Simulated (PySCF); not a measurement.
A structure optimised at PBE-D3(BJ)/def2-TZVP, used in a PySCF frequency run:

```
C
H 1 1.0944
H 1 1.0947 2 113.52
C 1 1.4654 2 119.16 3 148.79
H 4 1.0866 1 132.91 2 -130.20
C 4 1.4654 5 132.91 1 91.43
H 6 1.0944 4 119.16 5 130.20
H 6 1.0947 7 113.52 4 148.79
```
Charge 0, spin multiplicity 2.

Q: Write its SMILES, formula and point group.

A: [CH]1CC1, C₃H₅, Cs

Q: What are its rotational constants (standard atomic weights)?

A: 23.742, 20.644, 13.166 GHz
